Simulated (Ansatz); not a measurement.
`[SiH3][SiH2][TeH]` + `N[AsH2]` → `N[AsH][TeH]` + `[SiH3][SiH3]` at 700 K and 1 bar (ligand exchange at a Te–Si bond).

Isolated molecules relaxed with PBE0-D4/def2-TZVP in Ansatz; ΔE leaves out vibrations. CBS: MP2 limit from def2 TZ/QZ plus the TZ coupled-cluster correction, frozen cores. Elements past krypton have def2 core potentials. For As, Te outer-core shells are correlated without core-valence functions, which leaves a few kJ/mol of doubt a bond. Scalar relativity is left out up to krypton. One conformer a species, not always the lowest.

```csv
species,CCSD(T)/CBS energy (Eh),H − E (kJ/mol),S (J/(mol·K))
`[SiH3][SiH2][TeH]`,-849.49595,202.7,479.3
`N[AsH2]`,-2292.09958,152.3,328.9
`N[AsH][TeH]`,-2559.85306,168.3,420.4
`[SiH3][SiH3]`,-581.74359,186.9,363.0
```

H − E and S are ideal-gas, rigid-rotor, harmonic terms from PBE0-D4/def2-TZVP, for one conformer and one mirror image of each species. 1 Eh = 2625.50 kJ/mol, R = 8.31446 J/(mol·K).

Question: By hand: ΔE, ΔH, ΔS and ΔG.

Answer: ΔE = (-2559.85306) + (-581.74359) − (-849.49595) − (-2292.09958) = -0.00112 Eh = -2.9 kJ/mol. Δ(H − E) = 168.3 + 186.9 − 202.7 − 152.3 = 0.2, so ΔH = -2.7 kJ/mol. ΔS = 420.4 + 363.0 − 479.3 − 328.9 = -24.8 J/(mol·K). ΔG = -2.7 − 700 × (-24.8)/1000 = 14.7 kJ/mol.

Question: By hand: the equilibrium constant, and the temperature at which ΔG would vanish if ΔH and ΔS stayed fixed.

Answer: log₁₀ K = −ΔG/(RT ln 10) = -1.1. ΔG = 0 at ΔH/ΔS = 109 K, though so small a ΔH makes that figure unsure.

TΔS isn't small against ΔH here. A doubt of 5 kJ/mol in ΔE shifts log₁₀ K by 0.4 here. Other conformers and mirror images would add mixing entropy, several J/(mol·K) or more a flexible species. Modes under 60 cm⁻¹, often nearly free rotors, make the harmonic entropy too high. These are equilibria of isolated gas molecules and say nothing of rates. Largest T1 diagnostic: 0.013 (customary marks: 0.02 for closed shells, 0.045 for open ones).
